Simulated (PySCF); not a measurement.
Gas-phase reaction: 2 CH3CHF2 + 2 CH2CF2 = C4H8 (cyclic) + 2 CH2FCF3, at 1200 K and a standard pressure of 1 bar. Level: GFN2-xTB.

Computed with PySCF (xtb for GFN2) and rigid-rotor harmonic-oscillator thermochemistry at 1 bar. All species are closed-shell singlets. The harmonic model lacks anharmonicity and excited electronic states, which grow with temperature; levels with a mode under 35 cm⁻¹ are left out. Internal rotation in CH3CHF2, CH2FCF3 is treated as a harmonic vibration of one conformer, which makes the entropy rough.

```
species           E (Ha)  H(1200 K) − E (kJ/mol)  S°(1200 K) (J/mol/K)
-------------  ---------  ----------------------  --------------------
CH3CHF2        -15.78952                   273.6                 436.1
CH2CF2         -14.73168                   190.8                 391.5
C4H8 (cyclic)  -12.62368                   444.5                 465.1
CH2FCF3        -24.22851                   251.8                 503.2
```
E: electronic energy; H − E holds the zero-point and thermal terms. 1 Ha = 2625.5 kJ/mol.

Work out ΔH°, ΔS°, ΔG° and log10 K from these numbers.

1. ΔE = 1×(-12.62368) + 2×(-24.22851) − 2×(-15.78952) − 2×(-14.73168) = -0.03830 Ha = -100.6 kJ.
2. Δ(H − E) = 1×(444.5) + 2×(251.8) − 2×(273.6) − 2×(190.8) = 19.3 kJ, so ΔH° = -81.3 kJ.
3. ΔS° = 1×(465.1) + 2×(503.2) − 2×(436.1) − 2×(391.5) = -183.7 J/K; the number of gas molecules changes by -1.
4. ΔG° = ΔH° − TΔS° = -81.3 − 1200×(-183.7)/1000 = 139.1 kJ.
5. log10 K = −ΔG°/(RT ln 10) = -6.06, with RT ln 10 = 22.97 kJ/mol; at standard pressures the reactants are favoured.
6. A shift of 10 kJ in ΔE would move log10 K by 0.44 here.
For scale, ΔH°(298 K) is -87 kJ at this level, -85 kJ at ωB97M-V/def2-TZVP†, and runs from -120 to 0 kJ over the 19 levels computed († marks an energy on the PBE0/def2-TZVP geometry).
